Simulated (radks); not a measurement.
The numbers below are computed, except where a source is named.
All-electron atom: K in [Ar] 4s1.

Level of theory: non-relativistic Kohn-Sham, Slater X-alpha with alpha = 0.667, spin-unpolarised, spherical densities, point nucleus (a radial shooting solver on a logarithmic mesh with Libxc functionals).

Energy parts (hartree):
| part | energy |
|---|---|
| total | -596.71411 |
| kinetic | 596.71411 |
| electron-nucleus | -1420.10729 |
| Hartree | 256.80565 |
| exchange | -30.12657 |

Orbitals (lengths in bohr, moments of r in powers of bohr; <r^-3> diverges for s and p1/2):
orbital  occ.  eigenvalue (hartree)     <r^2>   <1/r>      <r>  <r^-3>
1s          2             -128.3336  0.008974   18.50  0.08175       -
2s          2             -12.77614    0.1817   3.752   0.3915       -
2p          6             -10.21985    0.1538   3.683   0.3522   151.7
3s          2              -1.23335     1.901   1.092    1.280       -
3p          6              -0.64682     2.496  0.9524    1.446   14.26
4s          1              -0.06450     31.51  0.2485    5.193       -

The highest occupied level is 4s at -1.755 eV. For comparison, the ionisation energy in NIST's Atomic Spectra Database is 4.341 eV (measured). In exact Kohn-Sham theory the highest level is minus the ionisation energy, but local and semilocal functionals leave it too shallow, through self-interaction and a potential that decays too fast; potentials with the right tail come closer. The density falls to 0.001 e/bohr^3 at r = 4.34 bohr. Summed over all electrons, <r^2> = 51.59 bohr^2, which gives a Langevin (diamagnetic) susceptibility term of -40.9 x 10^-6 cm^3/mol. The electron density at the nucleus is 4515 e/bohr^3. Virial ratio -V/T = 2.00000.

Beside tabulated values, note that spin-unpolarised runs miss the spin-polarisation part of the exchange energy of open shells.
